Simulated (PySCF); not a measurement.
C₅H₇N, SMILES C#C/C=N/CC. Geometry optimised at PBE-D3(BJ)/def2-SVP. The structure was generated by enumeration; whether it is a known compound was not checked. The values are those of a single conformer.

Level of theory: PBE-D3(BJ)/def2-SVP (PySCF).

Harmonic wavenumbers (cm⁻¹): 91, 136, 162, 244, 350, 413, 481, 569, 655, 659, 792, 895, 931, 993, 1061, 1084, 1130, 1231, 1299, 1325, 1342, 1406, 1410, 1433, 1659, 2151, 2874, 2888, 2976, 2979, 3071, 3080, 3405. Rotational constants (GHz): 17.79, 1.448, 1.407; symmetry number 1.

Q: Work out the zero-point energy and the ideal-gas rigid-rotor harmonic-oscillator thermochemistry at 298.15 K and 1 atm.

A: ZPE = ½ Σ hcν = ½ × 45172 cm⁻¹ = 64.58 kcal/mol. H − E(el) = 69.61 kcal/mol. Entropy in cal/(mol K): translation 39.09, rotation 26.59, vibration 15.75, total 81.43. G − E(el) = 45.33 kcal/mol. Cp = 26.55 cal/(mol K). Modes under 150 cm⁻¹ make the vibrational entropy uncertain.
